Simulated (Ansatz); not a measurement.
This geometry of F2Ge2H4 + H2O (11 atoms, charge 0, multiplicity 1) is a first-order saddle point.

These are results of Ansatz, RKS PBE0-D4/def2-SVP, not measurements.

```xyz
11
Properties=species:S:1:pos:R:3
Ge 0.302 0.501 -0.169
F -0.841 0.667 1.551
H 1.624 0.415 -0.992
Ge -1.373 2.031 -1.002
H -2.754 1.416 -0.758
H -1.219 3.338 -0.210
H -1.162 2.316 -2.501
F -0.031 -1.205 -0.061
O 1.311 1.179 1.415
H 2.023 0.603 1.723
H 0.350 0.998 1.899
```

(1) Which two structures does it join? (They come from a converged band through this point; their orientation in space is the band's.)

(2) How far does it lie above each of them?

Results:

(1) Bonds broken: Ge1–F2, O9–H11. Bonds formed: Ge1–O9, F2–H11. F2Ge2H4 + H2O becomes FGe2H5O + FH.

Image 0:

```xyz
11
Properties=species:S:1:pos:R:3
Ge -0.129 -0.063 -0.047
F -0.182 -0.138 1.712
H 1.304 -0.436 -0.461
Ge -1.279 1.905 -0.840
H -2.477 1.484 -1.708
H -1.766 2.701 0.378
H -0.300 2.744 -1.673
F -1.076 -1.472 -0.452
O 1.172 2.046 1.058
H 2.125 1.909 1.086
H 0.838 1.582 1.842
```

Image 10:

```xyz
11
Properties=species:S:1:pos:R:3
Ge 0.609 0.499 -0.438
F -1.095 1.337 2.081
H 1.829 0.469 -1.380
Ge -1.285 1.942 -0.865
H -2.556 1.273 -0.344
H -1.007 3.299 -0.208
H -1.366 2.127 -2.395
F 0.130 -1.173 -0.297
O 1.219 0.927 1.207
H 1.910 0.347 1.550
H -0.158 1.215 1.986
```

(2) 22.5 kcal/mol above the first and 17.4 kcal/mol above the second. This is the barrier of this one path; another mechanism may lie lower. The orbitals stay closed-shell, which can raise the energy where a bond breaks towards radicals; this wasn't checked here.

Run time: 9.1 min on 4 threads of Arm Neoverse V2, on a shared host, peak memory 0.45 GiB.
